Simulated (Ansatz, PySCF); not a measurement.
diarsenic (As2), SMILES [As]#[As]. Atoms are numbered in the order given.

```xyz
2

As     0.0000     0.0000    -1.0445
As     0.0000     0.0000     1.0445
```
Charge 0, spin multiplicity 1.

Geometry optimised at PBE0-D3(BJ)/def2-TZVP.

Two levels are set side by side: PBE-D3(BJ)/def2-TZVP (Ansatz, a program for electronic structure) and PBE0-D3(BJ)/def2-TZVP (Ansatz). Each level has its own optimised geometry; the coordinates shown are those of the second. Frequencies come from the Hessian of PySCF at each geometry. Differences are taken from unrounded values.

```csv
quantity,PBE0-D3(BJ),PBE-D3(BJ),PBE-D3(BJ) minus PBE0-D3(BJ)
bond As1–As2 (Å),2.089,2.118,0.029
highest harmonic wavenumber (cm⁻¹),467,436,-31
mean harmonic wavenumber (cm⁻¹),467,436,-31
zero-point energy (kcal/mol),0.67,0.62,-0.04
```
